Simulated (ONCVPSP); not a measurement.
## Transferability test, ONCV potential for osmium (Os)

| Property | Result |
| --- | --- |
| Element | Os (Z = 76) |
| Generator | ONCVPSP 4.0.1 |
| Type | optimised norm-conserving Vanderbilt (ONCV) |
| Functional | LDA (Perdew-Zunger) |
| Relativity | scalar-relativistic |
| Frozen core | [Kr] 4d10 4f14 |
| Valence charge | 16 |
| Reference configuration | 5s2 5p6 5d6 6s2 |
| Partial waves | 5s+6s: rc 1.50 bohr, ncon 4, nbas 7, qcut 9.3 1/bohr, 2 projectors; 5p: rc 1.65 bohr, ncon 4, nbas 8, qcut 6.7 1/bohr, 2 projectors, debl 2.3 Ha; 5d: rc 2.30 bohr, ncon 4, nbas 9, qcut 7.6 1/bohr, 1 projector |
| Local potential | polynomial inside 1.25 bohr (lpopt 5, dvloc0 0 Ha) |
| Core correction | Teter function, fcfact 5.5, rcfact 1.05 |

Energies are relative to the spin-unpolarised reference configuration 5s2 5p6 5d6 6s2; without spin polarisation the order of configurations can differ from experiment.

Q: Give the all-electron excitation energy and the error of the potential for: 5s2 5p6 5d6 6s1; 5s2 5p6 5d6 6s0; 5s2 5p6 5d5 6s0; 5s2 5p6 5d6 6s0 6p2.

A:

| valence configuration | charge | ΔE all-electron (eV) | error AE − PS (meV) |
| --- | --- | --- | --- |
| 5s2 5p6 5d6 6s1 | +1 | 9.864 | -3.0 |
| 5s2 5p6 5d6 6s0 | +2 | 27.147 | -7.5 |
| 5s2 5p6 5d5 6s0 | +3 | 56.302 | -10 |
| 5s2 5p6 5d6 6s0 6p2 | 0 | 10.630 | -1.3 |

Levels in the configuration 5s2 5p6 5d6 6s1:

| level | all-electron (eV) | pseudo (eV) |
| --- | --- | --- |
| 5s | -99.953 | -99.964 |
| 5p | -59.187 | -59.194 |
| 5d | -14.403 | -14.402 |
| 6s | -13.475 | -13.474 |
